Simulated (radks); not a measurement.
Numerical settings for the chromium ion Cr+, [Ar] 3d5. Calculated with a radial shooting solver on a logarithmic mesh with Libxc functionals: non-relativistic Kohn-Sham, BLYP, spin-polarised, spherical densities, point nucleus; open shells are filled with parallel spins first. The defaults (mesh step 0.008 in ln r, mesh end at 40 bohr or more with all orbitals vanishing there, Anderson mixing 0.5 over 9 steps, residual threshold near 1e-9 with the energy settled to 1e-9 hartree or 1e-11 of itself, here a cap of 76 iterations) give E = -1044.2374 hartree and 3d at -10.799 eV in 15 iterations. Run on one thread of a shared host, so times are rough (Intel(R) Xeon(R) 6975P-C): 0.1 s of CPU time, 0.1 s wall, 15 iterations on 2476 mesh points. Changes against that run (0 stands for a change within the tolerance of the run):

setting,iterations,converged,E (mhartree),e(3d) (meV),CPU (s)
mesh step in ln r 0.12,4,no,diverged,-,0.01
mesh step in ln r 0.012,15,yes,0,0,0.07
mesh step in ln r 0.02,15,yes,0,0,0.04
mesh end (bohr) 12,15,yes,+0.000284,+0.0554,0.09
mesh end (bohr) 2,13,level above zero,+3.29e+03,+3.26e+04,0.07
residual threshold 0.1,10,yes,0,+0.287,0.07
residual threshold 0.01,10,yes,0,+0.287,0.08
mixing 0.2,19,yes,0,0,0.12
"linear mixing, mixing 0.2",76,no,0,0,0.33
"linear mixing, mixing 0.05",76,no,+0.0259,-139,0.42
mixing history 20,22,yes,0,0,0.14
iteration cap 3,3,no,+14.6,-1.06e+03,0.03

Settled on a wrong energy, with an occupied level pushed above zero by the early mesh end: mesh end (bohr) 2 (+3.29 hartree). Apart from these: no run marked as converged misses the energy by more than 1 mhartree. A mesh that ends early acts as a hard wall.
